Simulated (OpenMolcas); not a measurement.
## Ru5+ in a point-charge field

Ru5+ among 6 point charges of -1 e arranged as a tetragonal octahedron (D4h), 1.82 Å from the ion, with the axial distance 1.565 Å.
```
   1.8200    0.0000    0.0000  -1.00
   0.0000    1.8200    0.0000  -1.00
  -1.8200    0.0000    0.0000  -1.00
   0.0000   -1.8200    0.0000  -1.00
   0.0000    0.0000    1.5652  -1.00
   0.0000    0.0000   -1.5652  -1.00
```

```
Program             : OpenMolcas 26.06
Method              : CASSCF
Basis               : ANO-RCC-VTZP [7s6p4d2f1g]
Scalar Hamiltonian  : DKH2, point nucleus
Active space        : 3 electrons in 5 orbitals (4d)
State averaging     : 2S+1 = 4 even, 10 roots; 2S+1 = 2 even, 40 roots
Spin-orbit coupling : RASSI with atomic mean-field integrals over the reference wave functions
```

The lowest spin-free states (labels of D4, the rotations of D4h), above the lowest:

```tsv
State	Degeneracy	E (cm-1)	Free-ion L (%)
4B1	1	0.0	F (100)
4B2	1	5161	F (100)
4E	2	5909	F (92)
4A2	1	11538	F (100)
4E	2	11840	F (93)
2B1	1	18032	G (73)
2E	2	18376	G (47)
2A1	1	18618	G (74)
2A2	1	19021	G (66)
2A1	1	22659	G (97)
2B2	1	22871	G (81)
2E	2	22993	H (64)
4E	2	23033	P (85)
2E	2	23132	G (57)
2B2	1	25778	H (63)
2A2	1	25926	P (53)
4A2	1	27166	P (100)
2A1	1	27867	H (55)
2E	2	27906	P (42)
2B1	1	28191	D (52)
```

The lowest levels with spin-orbit coupling:

| E (cm-1) | Degeneracy | Label | 2S+1 | g |
| --- | --- | --- | --- | --- |
| 0.0 | 2 | E1/2 | 4 | 0.09 0.09 3.84 |
| 114.9 | 2 | E3/2 | 4 | 1.12 2.86 2.86 |
| 5014 | 2 | E3/2 | 4 | 1.81 1.81 2.44 |
| 5316 | 2 | E1/2 | 4 | 0.12 1.68 1.68 |
| 5829 | 2 | E1/2 | 4 | 0.28 0.28 2.17 |
| 6602 | 2 | E1/2 | 4 | 2.11 2.72 2.72 |
| 6811 | 2 | E3/2 | 4 | 0.90 0.90 2.85 |
| 7243 | 2 | E3/2 | 4 | 0.35 0.35 6.33 |
| 10798 | 2 | E3/2 | 4 | 1.02 1.02 1.52 |
| 11903 | 2 | E3/2 | 4 | 0.84 0.84 1.45 |
| 12452 | 2 | E3/2 | 4 | 0.61 0.61 4.09 |
| 12530 | 2 | E1/2 | 4 | 0.57 4.46 4.46 |
| 13049 | 2 | E1/2 | 4 | 0.13 0.13 5.57 |
| 13866 | 2 | E1/2 | 4 | 0.68 0.68 10.71 |
| 18212 | 2 | E3/2 | 2 | 0.80 2.16 2.16 |
| 18335 | 2 | E1/2 | 2 | 1.36 1.36 2.19 |
| 18812 | 2 | E1/2 | 2 | 0.62 0.62 4.56 |
| 19615 | 2 | E3/2 | 2 | 2.70 3.07 3.07 |
| 19996 | 2 | E1/2 | 2 (90 %) | 0.91 0.91 3.41 |
| 22054 | 2 | E1/2 | 2 (52 %) | 0.63 0.63 3.52 |

Powder χT (cm3 K/mol): 0.47 at 2 K, 0.509 at 10 K, 0.688 at 50 K, 0.811 at 100 K, 0.9 at 200 K, 0.946 at 300 K. The effective moment at 300 K is 2.828 √(χT) = 2.75 μB.

The lowest level has 2S+1 = 4, for which the spin-only value is χT = S(S+1) / 2 = 1.875 cm3 K/mol (g = 2). The computed 0.946 at 300 K differs by -0.929, through orbital momentum, spin-orbit coupling and any other state in reach.

Without dynamic correlation the repulsion within the d shell is too large (B by tens of per cent), so at a given field states of lower spin stand too high. Point charges carry no covalency, so the field is a model and not that of real ligands. No measured value stands beside these numbers.
